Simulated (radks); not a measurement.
Effect of the nuclear size on the neodymium ion Nd31+, [Ar] 3d10 4s1. Calculated with a radial shooting solver on a logarithmic mesh with Libxc functionals: Dirac Kohn-Sham, PBE, spin-unpolarised, spherical densities, finite nucleus; Fermi nuclear charge, rms radius 4.9123 fm. The rms radius is varied about that value; shifts are against it.

rms radius (fm)	total energy shift (eV)	density at nucleus (e/bohr^3)	1s1/2 shift (meV)	2s1/2 shift (meV)	3s1/2 shift (meV)	3p1/2 shift (meV)	4s1/2 shift (meV)	4p1/2 (empty) shift (meV)	5s1/2 (empty) shift (meV)
4.2934	-3.06	4.669e+05	-1270	-159	-34.0	0.888	-10.7	0.276	-4.74
4.7453	-0.858	4.566e+05	-356	-44.6	-9.54	0.248	-3.00	0.077	-1.33
4.9123	0	4.531e+05	0.000	0.000	0.000	0.000	0.000	0.000	0.000
5.1874	1.46	4.476e+05	608	76.0	16.3	-0.424	5.12	-0.132	2.27
5.5362	3.41	4.412e+05	1420	177	37.9	-0.986	11.9	-0.307	5.28

Slopes of the eigenvalues against <r^2> in GHz/fm^2, as finite differences over the two radii next to the reference (eigenvalue slopes, not the field-shift constants of lines): 1s1/2 53100, 2s1/2 6640, 3s1/2 1420, 3p1/2 -37.0, 4s1/2 447, 4p1/2 (empty) -11.5, 5s1/2 (empty) 198.
